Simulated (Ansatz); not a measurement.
Computed with Ansatz on PBE0-D4/def2-TZVP structures; ΔE is electronic, products minus reactants. CCSD(T)/CBS is the MP2 limit (def2-TZVPP, def2-QZVPP) plus CCSD(T) − MP2 in def2-TZVPP, frozen cores. This one scheme is used for every species. Functionals use def2-TZVPP. For Ge outer-core shells are correlated without core-valence functions, which leaves a few kJ/mol of doubt a bond. Scalar relativity is left out up to krypton. One conformer a species, not always the lowest.

`[CH3][GeH]([Cl])[CH]=O` → `[CH3][Ge][Cl]` + `C=O`  (germylene formation by 1,1-elimination)

Q: Is it downhill or uphill in electronic energy at CCSD(T)/CBS, and by how much? (Estimate.)

A: Ansatz gave: Uphill: ΔE = +0.90 eV.

Q: What do these levels give: PBE-D4, ωB97M-V, B2PLYP, PBE, r2SCAN, PBE0, SCS-MP2/def2-TZVPP, CCSD/def2-TZVPP, CCSD(T)/def2-TZVPP, HF/def2-QZVPP, MP2/CBS(def2), CCSD/CBS(def2)? (Best estimate.)

A: Computed: PBE-D4 0.88, ωB97M-V 0.86, B2PLYP 0.82, PBE 0.81, r2SCAN 1.02, PBE0 0.93, SCS-MP2/def2-TZVPP 1.01, CCSD/def2-TZVPP 0.99, CCSD(T)/def2-TZVPP 1.02, HF/def2-QZVPP 0.71, MP2/CBS(def2) 1.00, CCSD/CBS(def2) 0.86 eV.

Largest T1 diagnostic among the species: 0.015.

From PBE to PBE0 (25 % exact exchange), in def2-TZVPP and without D4, ΔE moves by +0.12 eV. In def2-TZVPP, CCSD(T) changes the Hartree–Fock value by +0.29 eV (the triples alone add +0.04 eV) and MP2 by +0.39 eV.
